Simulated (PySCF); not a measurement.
## Continuum solvent and chemical shifts

Molfile (atoms numbered from 1):
```
C3H8OSi
     RDKit          3D

 13 13  0  0  0  0  0  0  0  0999 V2000
   -0.6171    0.7668   -0.5557 C   0  0  0  0  0  0  0  0  0  0  0  0
   -1.1946   -0.6386   -0.3659 C   0  0  0  0  0  0  0  0  0  0  0  0
   -0.1344   -1.5547   -0.1714 O   0  0  0  0  0  0  0  0  0  0  0  0
    1.2458   -0.8193    0.4499 Si  0  0  0  0  0  4  0  0  0  0  0  0
    0.5482    0.9357    0.4327 C   0  0  0  0  0  0  0  0  0  0  0  0
   -0.2405    0.8633   -1.5881 H   0  0  0  0  0  0  0  0  0  0  0  0
   -1.3973    1.5342   -0.4258 H   0  0  0  0  0  0  0  0  0  0  0  0
   -1.7822   -0.9552   -1.2430 H   0  0  0  0  0  0  0  0  0  0  0  0
   -1.8738   -0.6600    0.5087 H   0  0  0  0  0  0  0  0  0  0  0  0
    2.4143   -1.0477   -0.4516 H   0  0  0  0  0  0  0  0  0  0  0  0
    1.5882   -1.3397    1.8070 H   0  0  0  0  0  0  0  0  0  0  0  0
    1.2542    1.7215    0.1279 H   0  0  0  0  0  0  0  0  0  0  0  0
    0.1805    1.1946    1.4400 H   0  0  0  0  0  0  0  0  0  0  0  0
  1  2  1  0
  2  3  1  0
  3  4  1  0
  4  5  1  0
  5  1  1  0
  1  6  1  0
  1  7  1  0
  2  8  1  0
  2  9  1  0
  4 10  1  0
  4 11  1  0
  5 12  1  0
  5 13  1  0
M  END
```

GIAO PBE0/pcSseg-1 in PySCF 2.14.0 with density-fitted response routines on one PBE0-D3(BJ)/def2-SVP conformer, non-relativistic, equivalent nuclei averaged. Solvents enter as an IEF-PCM continuum (benzene with ε = 2.3, tetrahydrofuran with ε = 7.4) around the gas-phase geometry. Shifts are referred to TMS computed in the same medium.

Gas phase, δ in ppm: C2 70.2, C1 29.2, C5 9.3, Si4 5.8, H10/H11 4.94, H8/H9 3.86, H6/H7 1.75, H12/H13 0.91. Dipole moment 1.92 D.

Question: How does each δ change in the continuum?

Answer: 
```
  atoms                                                 environment  Δδ, benzene  Δδ, tetrahydrofuran
     C2                                         sp3 CH2 bonded to O         +0.6                 +1.1
     C1                                           sp3 CH2 in a ring         +0.3                 +0.4
     C5                                        sp3 CH2 bonded to Si         +0.4                 +0.7
    Si4           silicon bonded to C, O, 2 H, in a 5-membered ring         +0.5                 +1.1
H10/H11  hydrogen on a silicon bonded to C, O, in a 5-membered ring        -0.04                -0.07
  H8/H9                          hydrogen on an sp3 CH2 bonded to O        +0.02                +0.04
  H6/H7                            hydrogen on an sp3 CH2 in a ring        +0.03                +0.07
H12/H13                         hydrogen on an sp3 CH2 bonded to Si        +0.08                +0.14
```

Changes are relative to the gas phase. The dipole moment becomes 2.15 D in benzene, 2.36 D in tetrahydrofuran.

Question: Which nuclei move most (in ppm), and what does the model miss?

Answer: C2 (sp3 CH2 bonded to O, +1.1 ppm) and Si4 (silicon bonded to C, O, 2 H, in a 5-membered ring, +1.1 ppm) in tetrahydrofuran. A continuum only polarises the solute; specific hydrogen bonds, the anisotropy of aromatic solvents and changes of geometry or conformer are outside it.
